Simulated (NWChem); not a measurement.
System: MgH2S; SMILES [SH][MgH]

NWChem printed, in part:

```
             Northwest Computational Chemistry Package (NWChem) 7.3.0
             --------------------------------------------------------

                             Geometry "geometry" -> ""
                             -------------------------

 Output coordinates in angstroms (scale by  1.889725989 to convert to a.u.)

  No.       Tag          Charge          X              Y              Z
 ---- ---------------- ---------- -------------- -------------- --------------
    1 Mg                  12.0000     0.23347400    -1.14231200     0.00000000
    2 H                    1.0000     0.38685400    -2.82925500     0.00000000
    3 S                   16.0000     0.06236700     1.17056400     0.00000000
    4 H                    1.0000    -1.29070200     1.14784200     0.00000000

 Effective nuclear repulsion energy (a.u.)      58.3553695691

  util_pr load raman

                                  Raman Analysis
                                  --------------

[second-derivative integrals and response iterations left out]

  Vibrational analysis via the FX method

  See chapter 2 in "Molecular Vibrations" by Wilson, Decius and Cross

  Vib: Default input used

 ---------------------------- Atom information ----------------------------
     atom    #        X              Y              Z            mass
 --------------------------------------------------------------------------
    Mg       1  4.4120189D-01 -2.1586567D+00  0.0000000D+00  2.3985040D+01
    H        2  7.3104806D-01 -5.3465167D+00  0.0000000D+00  1.0078250D+00
    S        3  1.1785654D-01  2.2120452D+00  0.0000000D+00  3.1972070D+01
    H        4 -2.4390731D+00  2.1691069D+00  0.0000000D+00  1.0078250D+00
 --------------------------------------------------------------------------

[unprojected Hessian and modes left out]

        Vibrational analysis via the FX method
  --- with translations and rotations projected out ---
  --- via the Eckart algorithm                      ---
 Projected Nuclear Hessian trans-rot subspace norm:4.5407D-34
                         (should be close to zero!)

[projected Hessian left out]

 Rotational Constants
 --------------------
 A=   9.475761 cm-1  ( 13.633201 K)
 B=   0.200650 cm-1  (  0.288683 K)
 C=   0.196489 cm-1  (  0.282697 K)

 Temperature                      =   298.15K
 frequency scaling parameter      =   1.0000

 Zero-Point correction to Energy  =    8.565 kcal/mol  (  0.013649 au)
 Thermal correction to Energy     =   11.109 kcal/mol  (  0.017703 au)
 Thermal correction to Enthalpy   =   11.701 kcal/mol  (  0.018647 au)

 Total Entropy                    =   62.911 cal/mol-K
   - Translational                =   38.076 cal/mol-K (mol. weight =  57.9728)
   - Rotational                   =   20.986 cal/mol-K (symmetry #  =        1)
   - Vibrational                  =    3.849 cal/mol-K

 Cv (constant volume heat capacity) =   11.752 cal/mol-K
   - Translational                  =    2.979 cal/mol-K
   - Rotational                     =    2.979 cal/mol-K
   - Vibrational                    =    5.793 cal/mol-K

[normal modes left out]

 ----------------------------------------------------------------------------
 Normal Eigenvalue ||           Projected Infra Red Intensities
  Mode   [cm**-1]  || [atomic units] [(debye/angs)**2] [(KM/mol)] [arbitrary]
 ------ ---------- || -------------- ----------------- ---------- -----------
    1       -0.000 ||    0.000000           0.000         0.000       0.000
    2       -0.000 ||    0.000325           0.007         0.317       0.055
    3       -0.000 ||    0.001328           0.031         1.294       0.226
    4       -0.000 ||    0.014755           0.340        14.384       2.516
    5        0.000 ||    0.000299           0.007         0.291       0.051
    6        0.000 ||    0.000451           0.010         0.440       0.077
    7      327.341 ||    0.229742           5.300       223.964      39.167
    8      350.014 ||    0.228997           5.283       223.238      39.040
    9      435.727 ||    0.025411           0.586        24.772       4.332
   10      540.362 ||    0.026435           0.610        25.771       4.507
   11     1639.002 ||    0.174288           4.021       169.905      29.713
   12     2701.603 ||    0.001856           0.043         1.809       0.316
 ----------------------------------------------------------------------------

(mode_ini,mode_end)=(    1,    6)
 task_raman_doit:                no rminfo found
(begin,last,steps)=(   7,  12,   2)
  dal ramantype                     1
 ENTER raman default
Generating fname_raman3=./job.raman_0007-0012
(ii,rminfo(ii,1))=(    7,     0.00000000)
 ramanpolfile=./job.ramanpol_0001-1
 ramanpol_read: failed to open ./job.ramanpol_0001-1
[response runs at displaced geometries left out]
 Showing rminfo:
(start,last,rmmodes,nfreq,plot,width)=(   1,  12,   6,   1,normal          ,    20.00000000)
rminfo(   1)=(   327.34119706,     2.31542602,     0.00000000,     2.31542602)
rminfo(   2)=(   350.01417131,     0.01189226,     0.00000000,     0.01189226)
rminfo(   3)=(   435.72709021,    32.08321527,     0.00000000,    32.08321527)
rminfo(   4)=(   540.36174508,     1.71806948,     0.00000000,     1.71806948)
rminfo(   5)=(  1639.00154271,   346.55105201,     0.00000000,   346.55105201)
rminfo(   6)=(  2701.60324864,   160.03648981,     0.00000000,   160.03648981)

 Raman scattering data written to ./job.normal
```

Level: PBE0/def2-SVP. Structure relaxed at the PBE0/def2-SVP level.

Question: Write an input that gives this output.

Answer: This is not unique; one that fits is the input that was run:
```
start job
memory heap 200 mb stack 900 mb global 1100 mb
geometry units angstroms noautosym nocenter noautoz
  Mg     0.233474    -1.142312     0.000000
  H      0.386854    -2.829255     0.000000
  S      0.062367     1.170564     0.000000
  H     -1.290702     1.147842     0.000000
end
basis spherical
  Mg library def2-svp
  H library def2-svp
  S library def2-svp
end
dft
  xc pbe0
  iterations 150
end
property
  response 1 0.0856
end
raman
  normal
  lorentzian
end
task dft raman
```
